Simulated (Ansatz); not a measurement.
Program: Ansatz. Geometries: PBE0-D4/def2-TZVP. ΔE: electronic, gas phase. CCSD(T)/CBS adds triple-zeta CCSD(T) − MP2 to the extrapolated MP2 energy (def2 sets, frozen cores). This one scheme is used for every species. DFT in def2-TZVPP. For Br, Ti outer-core shells are correlated without core-valence functions, which leaves a few kJ/mol of doubt a bond. Scalar relativity is left out up to krypton.

Reaction (ligand exchange at a Ti–Cl bond): `[F][Ti]([F])([Cl])[Br]` + H–F → `[F][Ti]([F])([F])[Br]` + HCl

`[F][Ti]([F])([Cl])[Br]`:

Z-matrix (Å, degrees):
```
Ti
F 1 1.733
Cl 1 2.169 2 109.6
Br 1 2.326 2 109.4 3 120.2
F 1 1.733 2 109.2 3 -120.0
```

H–F:

```xyz
2

F    -0.130    0.411   -0.159
H     0.130   -0.411    0.159
```

`[F][Ti]([F])([F])[Br]`:

Cartesian coordinates in Å:
```
F 1.227 0.246 -1.263
Ti 0.014 0.111 -0.029
F 0.507 1.024 1.362
F -1.487 0.745 -0.629
Br -0.261 -2.127 0.559
```

HCl:

Cartesian coordinates in Å:
```
Cl -0.199 0.063 -0.604
H 0.199 -0.063 0.604
```

| species | PBE-D4 energy (Eh) |
| --- | --- |
| `[F][Ti]([F])([Cl])[Br]` | -4082.94944 |
| H–F | -100.39347 |
| `[F][Ti]([F])([F])[Br]` | -3722.72355 |
| HCl | -460.62759 |

Task: Work out ΔE.

Result: ΔE = (-3722.72355) + (-460.62759) − (-4082.94944) − (-100.39347) = -0.00823 Eh = -21.6 kJ/mol. CCSD(T)/CBS gives -11.2 kJ/mol.

Largest T1 diagnostic among the species: 0.022, so the coupled-cluster value is less sure than usual.

At CCSD(T), def2-SVP lies −23.9 kJ/mol from the extrapolated value and def2-TZVPP −7.5 kJ/mol. In def2-TZVPP, CCSD(T) changes the Hartree–Fock value by +12.1 kJ/mol (the triples alone add +6.1 kJ/mol) and MP2 by +22.4 kJ/mol. From r2SCAN to r2SCAN0 (25 % exact exchange), in def2-TZVPP and without D4, ΔE moves by +3.8 kJ/mol.
